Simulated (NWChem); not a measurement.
System: SiNH5; SMILES N[SiH3]

NWChem input:

```
start job
memory heap 200 mb stack 900 mb global 1100 mb
geometry units angstroms noautoz
  Si    -0.011046     0.555539     0.000000
  N     -0.040970    -1.177893     0.000000
  H     -0.721362     1.028479    -1.226254
  H     -0.721362     1.028479     1.226254
  H      1.345009     1.205233     0.000000
  H      0.270495    -1.669668    -0.830940
  H      0.270495    -1.669668     0.830940
end
basis spherical
  * library def2-svp
end
dft
  xc xcamb88 1.00 lyp 0.81 vwn_5 0.19 hfexch 1.00
  cam 0.33 cam_alpha 0.19 cam_beta 0.46
  iterations 150
  vectors input atomic output neutral.movecs
end
task dft energy
charge 1
dft
  odft
  mult 2
  vectors input atomic output cation.movecs
end
task dft energy
```

Output (shortened):

```
             Northwest Computational Chemistry Package (NWChem) 7.3.0
             --------------------------------------------------------

 CS  symmetry detected

                             Geometry "geometry" -> ""
                             -------------------------

 Output coordinates in angstroms (scale by  1.889725989 to convert to a.u.)

  No.       Tag          Charge          X              Y              Z
 ---- ---------------- ---------- -------------- -------------- --------------
    1 Si                  14.0000    -0.00644109    -0.57656597     0.00000000
    2 N                    7.0000    -0.05042218     1.15656634     0.00000000
    3 H                    1.0000    -0.71289820    -1.05525105    -1.22625400
    4 H                    1.0000    -0.71289820    -1.05525105     1.22625400
    5 H                    1.0000     1.35483831    -1.21524104     0.00000000
    6 H                    1.0000     0.25704430     1.65085114    -0.83094000
    7 H                    1.0000     0.25704430     1.65085114     0.83094000

 Effective nuclear repulsion energy (a.u.)      64.4023009275

      Symmetry information
      --------------------

 Group name             Cs
 Group number              2
 Group order               2
 No. of unique centers     5

                                 NWChem DFT Module
                                 -----------------

 Summary of "ao basis" -> "ao basis" (spherical)
 ------------------------------------------------------------------------------
       Tag                 Description            Shells   Functions and Types
 ---------------- ------------------------------  ------  ---------------------
 Si                         def2-svp                 8       18   4s3p1d
 N                          def2-svp                 6       14   3s2p1d
 H                          def2-svp                 3        5   2s1p

      Symmetry analysis of basis
      --------------------------

        a'         37
        a"         20

            General Information
            -------------------
          SCF calculation type: DFT
          Wavefunction type:  closed shell.
          No. of atoms     :     7
          No. of electrons :    26
           Alpha electrons :    13
            Beta electrons :    13
          Charge           :     0
          Spin multiplicity:     1
          Use of symmetry is: on ; symmetry adaption is: on
          Maximum number of iterations: 150
          AO basis - number of functions:    57
                     number of shells:    29
          Convergence on energy requested:  1.00D-06
          Convergence on density requested:  1.00D-05
          Convergence on gradient requested:  5.00D-04

              XC Information
              --------------
                     Hartree-Fock (Exact) Exchange  1.000
                   CAM-Becke88 Exchange Functional  1.000
                      VWN V Correlation Functional  0.190 local
              Lee-Yang-Parr Correlation Functional  0.810

           Range-Separation Parameters
           ---------------------------
           Alpha           :  0.19
           Beta            :  0.46
           Gamma           :  0.33
           Short-Range HF  :     F

             Grid Information
             ----------------
          Grid used for XC integration:  medium
          Radial quadrature: Mura-Knowles
          Angular quadrature: Lebedev.
          Tag              B.-S. Rad. Rad. Pts. Rad. Cut. Ang. Pts.
          ---              ---------- --------- --------- ---------
          Si                  1.10       88           8.0       590
          N                   0.65       49           8.0       434
          H                   0.35       45          10.0       434
          Grid pruning is: on
          Number of quadrature shells:   272
          Spatial weights used:  Erf1

      Superposition of Atomic Density Guess
      -------------------------------------

 Sum of atomic energies:        -345.47912096

      Non-variational initial energy
      ------------------------------

 Total energy =    -346.279457
 1-e energy   =    -604.051928
 2-e energy   =     193.370171
 HOMO         =      -0.332483
 LUMO         =       0.055491

      Symmetry analysis of molecular orbitals - initial
      -------------------------------------------------

  Numbering of irreducible representations:

     1 a'          2 a"

  Orbital symmetries:

     1 a'          2 a'          3 a'          4 a'          5 a"
     6 a'          7 a'          8 a'          9 a"         10 a'
    11 a'         12 a"         13 a'         14 a'         15 a"
    16 a'         17 a'         18 a'         19 a"         20 a'
    21 a"         22 a'         23 a"

   convergence    iter        energy       DeltaE   RMS-Dens  Diis-err
 ---------------- ----- ----------------- --------- --------- ---------
 d= 0,ls=0.0,diis     1   -347.0711648438 -4.11D+02  9.40D-03  2.56D-01
 d= 0,ls=0.0,diis     2   -347.0851270056 -1.40D-02  4.39D-03  1.50D-01
 d= 0,ls=0.0,diis     3   -347.1002405112 -1.51D-02  1.10D-03  1.06D-02
 d= 0,ls=0.0,diis     4   -347.1013975113 -1.16D-03  1.59D-04  6.34D-05
 d= 0,ls=0.0,diis     5   -347.1014071089 -9.60D-06  4.45D-05  2.96D-06
 d= 0,ls=0.0,diis     6   -347.1014076712 -5.62D-07  1.08D-05  1.38D-07
 d= 0,ls=0.0,diis     7   -347.1014077010 -2.98D-08  4.00D-06  4.89D-09

         Total DFT energy =     -347.101407700984
      One electron energy =     -606.270965978297
           Coulomb energy =      224.436305754684
    Exchange-Corr. energy =      -29.669048404921
 Nuclear repulsion energy =       64.402300927550

 Numeric. integr. density =       26.000005712558

                  Occupations of the irreducible representations
                  ----------------------------------------------

                     irrep           alpha         beta
                     --------     --------     --------
                     a'               10.0         10.0
                     a"                3.0          3.0

                       DFT Final Molecular Orbital Analysis
                       ------------------------------------

 Vector   11  Occ=2.000000D+00  E=-4.091707D-01  Symmetry=a'
              MO Center=  1.7D-01, -5.3D-01,  1.2D-14, r^2= 2.6D+00
   Bfn.  Coefficient  Atom+Function         Bfn.  Coefficient  Atom+Function
  ----- ------------  ---------------      ----- ------------  ---------------
    43      0.285342  5 H  s                  8      0.281453  1 Si px
    11      0.216217  1 Si px                22     -0.195059  2 N  px
    33     -0.190821  3 H  s                 38     -0.190821  4 H  s
     5     -0.161382  1 Si px                25      0.149096  2 N  px
    44      0.148503  5 H  s                 23      0.133823  2 N  py

 Vector   12  Occ=2.000000D+00  E=-3.978506D-01  Symmetry=a"
              MO Center= -4.8D-01, -8.4D-01, -1.3D-14, r^2= 2.3D+00
   Bfn.  Coefficient  Atom+Function         Bfn.  Coefficient  Atom+Function
  ----- ------------  ---------------      ----- ------------  ---------------
    33      0.322022  3 H  s                 38     -0.322022  4 H  s
    10     -0.292027  1 Si pz                13     -0.198495  1 Si pz
    34      0.190631  3 H  s                 39     -0.190631  4 H  s
     7      0.164976  1 Si pz                24     -0.098262  2 N  pz
    48     -0.086403  6 H  s                 53      0.086403  7 H  s

 Vector   13  Occ=2.000000D+00  E=-3.164035D-01  Symmetry=a'
              MO Center=  5.4D-02,  6.4D-01,  1.7D-15, r^2= 2.2D+00
   Bfn.  Coefficient  Atom+Function         Bfn.  Coefficient  Atom+Function
  ----- ------------  ---------------      ----- ------------  ---------------
    22      0.504072  2 N  px                25     -0.423532  2 N  px
    44      0.239370  5 H  s                 43      0.215193  5 H  s
    21      0.124691  2 N  s                 23     -0.108077  2 N  py
    26      0.105276  2 N  py                20      0.101231  2 N  s
    34     -0.098488  3 H  s                 39     -0.098488  4 H  s

 Vector   14  Occ=0.000000D+00  E= 7.261337D-02  Symmetry=a'
              MO Center=  2.4D-01,  3.4D-01, -2.7D-15, r^2= 4.8D+00
   Bfn.  Coefficient  Atom+Function         Bfn.  Coefficient  Atom+Function
  ----- ------------  ---------------      ----- ------------  ---------------
    21      1.363428  2 N  s                 12     -0.952277  1 Si py
    49     -0.561480  6 H  s                 54     -0.561480  7 H  s
    34     -0.280344  3 H  s                 39     -0.280344  4 H  s
    11     -0.224435  1 Si px                25      0.198487  2 N  px
    20      0.165981  2 N  s                  9     -0.149914  1 Si py

 Vector   15  Occ=0.000000D+00  E= 1.210682D-01  Symmetry=a"
              MO Center=  7.6D-02, -5.9D-01,  2.1D-14, r^2= 3.9D+00
   Bfn.  Coefficient  Atom+Function         Bfn.  Coefficient  Atom+Function
  ----- ------------  ---------------      ----- ------------  ---------------
    13      1.649960  1 Si pz                34      1.183436  3 H  s
    39     -1.183436  4 H  s                 49      0.254096  6 H  s
    54     -0.254096  7 H  s                 10      0.219238  1 Si pz
    33      0.147035  3 H  s                 38     -0.147035  4 H  s
     7     -0.134595  1 Si pz                17     -0.126771  1 Si d  1

 Vector   16  Occ=0.000000D+00  E= 1.414695D-01  Symmetry=a'
              MO Center= -1.6D-01,  1.3D-01, -2.8D-14, r^2= 5.6D+00
   Bfn.  Coefficient  Atom+Function         Bfn.  Coefficient  Atom+Function
  ----- ------------  ---------------      ----- ------------  ---------------
    34      0.998469  3 H  s                 39      0.998469  4 H  s
    11      0.943401  1 Si px                 4     -0.725439  1 Si s
    49     -0.728034  6 H  s                 54     -0.728034  7 H  s
    12      0.716208  1 Si py                21      0.715963  2 N  s
     3     -0.387383  1 Si s                 26      0.320525  2 N  py

     Multipole analysis of the density
     ---------------------------------

     L   x y z        total         alpha         beta         nuclear
     -   - - -        -----         -----         ----         -------
     0   0 0 0     -0.000000    -13.000000    -13.000000     26.000000

     1   1 0 0      0.338396      0.169198      0.169198      0.000000
     1   0 1 0      0.447230      0.223615      0.223615     -0.000000
     1   0 0 1      0.000000      0.000000      0.000000      0.000000

     2   2 0 0    -17.616309    -14.169314    -14.169314     10.722319
     2   1 1 0      1.566881      0.157473      0.157473      1.251935
     2   1 0 1     -0.000000     -0.000000     -0.000000      0.000000
     2   0 2 0    -15.130499    -48.939700    -48.939700     82.748901
     2   0 1 1     -0.000000     -0.000000     -0.000000      0.000000
     2   0 0 2    -15.453689    -15.562331    -15.562331     15.670974

                                 NWChem DFT Module
                                 -----------------

      Symmetry analysis of basis
      --------------------------

        a'         37
        a"         20

            General Information
            -------------------
          SCF calculation type: DFT
          Wavefunction type:  spin polarized.
          No. of atoms     :     7
          No. of electrons :    25
           Alpha electrons :    13
            Beta electrons :    12
          Charge           :     1
          Spin multiplicity:     2
          Use of symmetry is: on ; symmetry adaption is: on
          Maximum number of iterations: 150
          This is a Direct SCF calculation.
          AO basis - number of functions:    57
                     number of shells:    29
          Convergence on energy requested:  1.00D-06
          Convergence on density requested:  1.00D-05
          Convergence on gradient requested:  5.00D-04

              XC Information
              --------------
                     Hartree-Fock (Exact) Exchange  1.000
                   CAM-Becke88 Exchange Functional  1.000
                      VWN V Correlation Functional  0.190 local
              Lee-Yang-Parr Correlation Functional  0.810

           Range-Separation Parameters
           ---------------------------
           Alpha           :  0.19
           Beta            :  0.46
           Gamma           :  0.33
           Short-Range HF  :     F

             Grid Information
             ----------------
          Grid used for XC integration:  medium
          Radial quadrature: Mura-Knowles
          Angular quadrature: Lebedev.
          Tag              B.-S. Rad. Rad. Pts. Rad. Cut. Ang. Pts.
          ---              ---------- --------- --------- ---------
          Si                  1.10       88           8.0       590
          N                   0.65       49           8.0       434
          H                   0.35       45          10.0       434
          Grid pruning is: on
          Number of quadrature shells:   272
          Spatial weights used:  Erf1

      Superposition of Atomic Density Guess
      -------------------------------------

 Sum of atomic energies:        -345.47912096

 Renormalizing density from      26.00 to     25

      Non-variational initial energy
      ------------------------------

 Total energy =    -337.635268
 1-e energy   =    -580.819162
 2-e energy   =     178.781593
 HOMO         =      -0.673964
 LUMO         =      -0.252096

   Symmetry analysis of molecular orbitals - initial alpha
   -------------------------------------------------------

  Numbering of irreducible representations:

     1 a'          2 a"

  Orbital symmetries:

     1 a'          2 a'          3 a'          4 a'          5 a"
     6 a'          7 a'          8 a'          9 a"         10 a'
    11 a'         12 a"         13 a'         14 a'         15 a"
    16 a'         17 a'         18 a'         19 a"         20 a'
    21 a'         22 a"         23 a"

   Symmetry analysis of molecular orbitals - initial beta
   ------------------------------------------------------

  Numbering of irreducible representations:

     1 a'          2 a"

  Orbital symmetries:

     1 a'          2 a'          3 a'          4 a'          5 a"
     6 a'          7 a'          8 a'          9 a"         10 a'
    11 a'         12 a"         13 a'         14 a'         15 a"
    16 a'         17 a'         18 a'         19 a"         20 a'
    21 a'         22 a"         23 a"

[...]
```

Level: CAM-B3LYP/def2-SVP, vertical spin-unrestricted ions. Geometry: optimised at PBE0/def2-SVP.
